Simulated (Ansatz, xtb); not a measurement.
## CHB3: where a starting geometry ends

The starting geometry of this gas-phase triplet was built from a drawn formula by distance geometry and a force field; its bonds are those of `[B]C1B=B1`.

```xyz
5

C    -0.3391    0.3008   -1.2469
B    -1.5722   -0.5929   -0.8271
B    -0.2890    0.9816   -2.5350
B     0.1289   -0.3303   -2.7807
H     0.3674    0.3775   -0.4720
```

**Question.** Predict what becomes of its bonds when it is optimised with r2SCAN-D4/def2-SVP.

**Answer.** It rearranges, giving a structure given below by its coordinates. Distances that change by over a tenth: B3–B4 (1.40 → 1.66 Å). Contacts that open: C1–B4 (1.72 → 2.57 Å). Contacts that close: B2–B3 (2.65 → 1.78 Å), B2–B4 (2.60 → 1.66 Å).

The energy falls by 4.26 eV over 13 steps:

```json
{"step": "1", "E − E(last) (eV)": "4.257"}
{"step": "2", "E − E(last) (eV)": "3.850"}
{"step": "4", "E − E(last) (eV)": "3.225"}
{"step": "5", "E − E(last) (eV)": "2.263"}
{"step": "6", "E − E(last) (eV)": "1.167"}
{"step": "8", "E − E(last) (eV)": "0.243"}
{"step": "9", "E − E(last) (eV)": "0.098"}
{"step": "10", "E − E(last) (eV)": "0.036"}
{"step": "12", "E − E(last) (eV)": "0.000"}
{"step": "13", "E − E(last) (eV)": "0.000"}
```

Final geometry (Å):

```yaml
atoms:
  - { symbol: C, position_ang: [-0.1435, 0.4478, -0.8997] }
  - { symbol: B, position_ang: [-0.8401, -0.6894, -1.5117] }
  - { symbol: B, position_ang: [-0.0513, 0.6647, -2.3479] }
  - { symbol: B, position_ang: [-0.8074, -0.5631, -3.1631] }
  - { symbol: H, position_ang: [0.1383, 0.8769, 0.0607] }
```

From the same start GFN2-xTB ends elsewhere, differing in B2–B3 (2.60 against 1.78 Å here), B2–B4 (4.00 against 1.66 Å here).

The end wasn't checked by frequencies. Open shells are spin-unrestricted. The triplet needn't be the ground state. Run with Ansatz 0.2.0, 66 s on 1 thread of Arm Neoverse V2, on a shared host.
